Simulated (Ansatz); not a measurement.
`[CH3][Sn]([F])([F])[SH]` + `C1=CN1` → `[CH3][SnH]([F])[SH]` + `FC1=CN1`  (formal exchange of groups at the Sn–F bond)

Calculated with Ansatz (gas phase, PBE0-D4/def2-TZVP geometries, no zero-point term in ΔE). CCSD(T)/CBS adds triple-zeta CCSD(T) − MP2 to the extrapolated MP2 energy (def2 sets, frozen cores). Functionals use def2-TZVPP. HSE06 is defined as in plane-wave codes. Elements past krypton have def2 core potentials. For Sn outer-core shells are correlated without core-valence functions, which leaves a few kJ/mol of doubt a bond. Each species was taken in one conformer, which may not be the lowest.

Problem. Is it downhill or uphill in electronic energy at CCSD(T)/CBS, and by how much? (Estimate.)

Solution. Ansatz gave: Uphill: ΔE = +164.4 kJ/mol.

Problem. What do these levels give: r2SCAN0-D4, HSE06-D4, HSE06, MP2/def2-QZVPP, MP2/CBS(def2), CCSD/CBS(def2)? (Estimate.)

Solution. Ansatz gave: r2SCAN0-D4 147.6, HSE06-D4 141.2, HSE06 140.8, MP2/def2-QZVPP 167.0, MP2/CBS(def2) 170.7, CCSD/CBS(def2) 165.8 kJ/mol.

Largest T1 diagnostic among the species: 0.013.

At CCSD(T), def2-SVP lies −26.1 kJ/mol from the extrapolated value and def2-TZVPP −11.8 kJ/mol. From BLYP to BHLYP (50 % exact exchange), in def2-TZVPP and without D4, ΔE moves by +5.7 kJ/mol. Leaving LDA and LC-ωPBE aside and taking each functional with its dispersion term where it has one, the values, not all of them listed here, spread over 15.4 kJ/mol, from PBE-D4 to B2PLYP. LDA lies −18.0 kJ/mol from PBE without D4.
